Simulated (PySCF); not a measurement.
C4H3ClSi, SMILES Cl[SiH](C#C)C#C.

Coordinates come from a B3LYP-D3(BJ)/def2-SVP optimisation.

All values below come from r2SCAN/def2-TZVP (PySCF).

Symmetry labels are those of the subgroup Cs that the program uses (full group Cs).

Computed valence orbital energies around the gap with their symmetry:
```json
[
 {"orbital": "HOMO−7", "symmetry": "A'", "energy (eV)": "-10.70"},
 {"orbital": "HOMO−6", "symmetry": "A'", "energy (eV)": "-10.21"},
 {"orbital": "HOMO−5", "symmetry": "A\"", "energy (eV)": "-8.43"},
 {"orbital": "HOMO−4", "symmetry": "A'", "energy (eV)": "-8.22"},
 {"orbital": "HOMO−3", "symmetry": "A'", "energy (eV)": "-7.85"},
 {"orbital": "HOMO−2", "symmetry": "A'", "energy (eV)": "-7.65"},
 {"orbital": "HOMO−1", "symmetry": "A\"", "energy (eV)": "-7.64"},
 {"orbital": "HOMO", "symmetry": "A\"", "energy (eV)": "-7.47"},
 {"orbital": "LUMO", "symmetry": "A'", "energy (eV)": "-1.91"},
 {"orbital": "LUMO+1", "symmetry": "A'", "energy (eV)": "-1.45"},
 {"orbital": "LUMO+2", "symmetry": "A\"", "energy (eV)": "-0.76"},
 {"orbital": "LUMO+3", "symmetry": "A\"", "energy (eV)": "-0.43"}
]
```
